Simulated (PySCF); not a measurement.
C2H6AlBr.

```xyz
10

Al     0.7041     0.6367     0.1016
Br    -0.9915    -0.8858    -0.1470
C      0.5499     2.3411    -0.8496
H      1.3315     2.4119    -1.6373
H      0.7200     3.1960    -0.1606
H     -0.4359     2.4756    -1.3369
C      2.1935     0.1064     1.2573
H      3.0241     0.8415     1.2464
H      2.5992    -0.8829     0.9583
H      1.8490    -0.0022     2.3082
```

The structure is a stationary point at PBE-D3(BJ)/def2-SVP. The structure was generated by enumeration; whether it is a known compound was not checked.

Level of theory: PySCF with PBE0/pcSseg-1. Non-relativistic, no solvent.

**Question.** Give the absolute GIAO shielding of each atom: isotropic value and principal components (ppm). (The exact figures need the calculation; the answer reports its results.)

**Answer.** 
```tsv
atom	σ(iso)	σ11	σ22	σ33	span
Al1	290.3	192.0	308.9	370.0	177.9
Br2	2534.9	2141.1	2669.1	2794.4	653.4
C3	186.9	180.1	184.2	196.5	16.5
H4	31.1	27.4	28.0	38.0	10.6
H5	31.1	27.1	28.1	38.1	11.0
H6	30.9	25.9	29.5	37.5	11.6
C7	188.0	181.6	186.0	196.4	14.9
H8	31.2	26.6	28.5	38.5	11.8
H9	31.0	26.5	29.1	37.6	11.1
H10	31.1	26.8	28.8	37.7	10.9
```
